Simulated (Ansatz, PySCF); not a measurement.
Gas-phase reaction (SMILES): C=CC[Si](O)(O)O + N (NH3) → N[Si](O)(O)O + C=CC [prop-1-ene]; ammonia cleaves one Si-C bond, a model of a ligand-exchange step.

Each molecule is optimised on its own at B3LYP-D3(BJ)/def2-TZVP (Ansatz, a first-principles code), one conformer each, not searched for the lowest. Valence correlation only, unless marked. No spin-orbit coupling. No relativistic terms. Basis-set limits of correlation are two-point, X^-3; Hartree-Fock from the larger set. [CCSD(T)-MP2]/basis is that difference in the basis named. Thermal terms are rigid-rotor harmonic-oscillator values from B3LYP-D3(BJ) frequencies (Ansatz or PySCF) at 298.15 K and 1 atm. 1 Eh = 627.5095 kcal/mol.

```tsv
species	E, RI-MP2/CBS(aug-cc-pV(T+d)Z,aug-cc-pV(Q+d)Z)+[CCSD(T)-MP2]/aug-cc-pV(T+d)Z (Ansatz) (Eh)	E, PBE/def2-TZVPD (Ansatz) (Eh)	H - E (Eh)
C=CC[Si](O)(O)O	-633.73317	-634.05633	0.12450
N (NH3)	-56.50756	-56.51037	0.03799
N[Si](O)(O)O	-572.51850	-572.81018	0.07786
C=CC	-117.74462	-117.77694	0.08449
```

Question: Work out ΔE and ΔH at 298.15 K at the first level, then ΔH at the second.

Answer: 
1. ΔE = [(-572.51850) + (-117.74462)] - [(-633.73317) + (-56.50756)] = -0.02239 Eh = -14.0 kcal/mol at RI-MP2/CBS(aug-cc-pV(T+d)Z,aug-cc-pV(Q+d)Z)+[CCSD(T)-MP2]/aug-cc-pV(T+d)Z.
2. The terms H - E add up to -0.00014 Eh, so ΔH = (-0.02239 + (-0.00014))×627.5095 = -14.1 kcal/mol.
3. At PBE/def2-TZVPD the same steps give ΔE = -12.8 and ΔH = -12.9 kcal/mol, a shift of +1.2 from the first level.
4. These values are not checked against measurement here, since the tables used lack a sound gas-phase enthalpy of formation for at least one species.
